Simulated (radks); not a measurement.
The numbers below are computed, except where a source is named.
Question: Radial electron density D(r) = 4 pi r^2 rho(r) of an atom or ion with 62 electrons. Level of theory: Dirac Kohn-Sham, PBE, spin-unpolarised, spherical densities, point nucleus (a radial shooting solver on a logarithmic mesh with Libxc functionals).

```
   r/bohr * D(r) (the largest magnitude, 111, reaches the edge; | marks zero)
  0.00432 |                *
 0.005029 |                    *
 0.005854 |                       *
 0.006815 |                           *
 0.007934 |                               *
 0.009237 |                                   *
  0.01075 |                                      *
  0.01262 |                                        *
  0.01469 |                                          *
   0.0171 |                                         *
  0.01991 |                                        *
  0.02318 |                                      *
  0.02698 |                                     *
  0.03141 |                                     *
  0.03686 |                                      *
  0.04291 |                                          *
  0.04996 |                                               *
  0.05816 |                                                    *
  0.06771 |                                                      *
  0.07882 |                                                    *
  0.09176 |                                                *
   0.1077 |                                           *
   0.1254 |                                        *
   0.1459 |                                          *
   0.1699 |                                              *
   0.1978 |                                               *
   0.2303 |                                           *
   0.2681 |                                 *
   0.3146 |                       *
   0.3662 |                   *
   0.4263 |                    *
   0.4963 |                      *
   0.5778 |                      *
   0.6726 |                  *
    0.783 |             *
   0.9189 |        *
     1.07 |      *
    1.245 |     *
     1.45 |    *
    1.688 |  *
    1.965 | *
    2.287 |*
    2.684 |*
    3.125 *
    3.638 *
    4.235 *
     4.93 *
     5.74 *
    6.682 *
    7.841 *
    9.129 *
    10.63 *
```

What is the nuclear charge?

Answer: Z = 63. The innermost maximum, from 1s, lies near gamma/Z bohr with gamma = sqrt(1 - (Z/c)^2) = 0.888, here 0.0141 bohr (found: 0.0155), and its height grows with Z. The density is that of the europium ion Eu+ in [Xe] 4f7 6s1; the configuration itself is not fixed sharply by these data, and Z only to a few units. D(r) has 4 maxima, at r = 0.0155, 0.0688, 0.192, 0.529 bohr, and minima at 0.0299, 0.126, 0.381 bohr, inside which lie 2.01, 11.18, 29.32 electrons.
